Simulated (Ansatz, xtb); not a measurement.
System: InI2, net charge -1, singlet state. 
Coordinates optimised at B3LYP-D3(BJ)/def2-TZVP (Ansatz, an electronic-structure program):
```xyz
3

In     1.2723     0.0962    -0.0129
I     -0.7421     1.7932    -1.4664
I     -0.4342    -1.8822     1.4784
```
Charge -1, spin multiplicity 1.

Harmonic wavenumbers from GFN2-xTB (xtb, at its own minimum), cm⁻¹: 38, 137, 152.

Task: Give the harmonic wavenumbers at B3LYP-D3(BJ)/def2-TZVP (Ansatz, finite differences of forces, unscaled).

Result: 34, 114, 123 cm⁻¹. Zero-point energy 0.4 kcal/mol.
